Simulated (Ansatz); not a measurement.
Species: C2H11N3Si, charge 0, multiplicity 1. 
Coordinates optimised at B3LYP-D3(BJ)/def2-TZVP (Ansatz, a program for electronic structure):
```
Si
N 1 1.7183
H 2 1.0066 1 120.63
H 2 1.0066 3 112.24 1 -152.41
N 1 1.7257 2 103.82 3 40.79
H 5 1.0076 1 120.38 2 -158.96
H 5 1.0083 6 110.98 1 148.85
N 1 1.7264 2 103.14 3 168.02
H 8 1.0076 1 120.56 2 164.07
H 8 1.0082 9 111.01 1 -148.88
C 1 1.8783 2 118.63 3 -75.61
H 11 1.0943 1 107.87 2 68.72
H 11 1.0969 12 105.68 1 -116.40
C 11 1.5337 12 109.98 13 -118.45
H 14 1.0913 11 111.34 12 178.58
H 14 1.0924 15 107.13 11 -121.42
H 14 1.0924 15 107.86 16 -115.48
```

Quantity: atomisation energy (electronic, to ground-state atoms); the coupled-cluster value holds the core correlation from cc-pwCVTZ, in kcal/mol. Cores are frozen in the correlated levels unless marked. Open shells are spin-unrestricted. No spin-orbit coupling. No relativistic terms. CBS marks a two-point X^-3 extrapolation of the correlation energy; Hartree-Fock from the larger set.

Level to compare with: CCSD(T)/CBS(cc-pV(T+d)Z,cc-pV(Q+d)Z) plus the core term (Ansatz), 1519.3 kcal/mol. It is a level with limits of its own, and the differences hold the functionals' basis error too.

Rank these functionals by how close they come to CCSD(T)/CBS(cc-pV(T+d)Z,cc-pV(Q+d)Z), closest first: BLYP/def2-TZVPD (Ansatz); SVWN5/def2-TZVPD (Ansatz); CAM-B3LYP/def2-TZVPD (Ansatz); PBE0/def2-TZVPD (Ansatz).

CAM-B3LYP/def2-TZVPD (range-separated hybrid, 1516.4 kcal/mol, difference -2.9), PBE0/def2-TZVPD (global hybrid, 1503.7 kcal/mol, difference -15.6), BLYP/def2-TZVPD (GGA, 1494.8 kcal/mol, difference -24.5), SVWN5/def2-TZVPD (LDA, 1718.1 kcal/mol, difference 198.8)
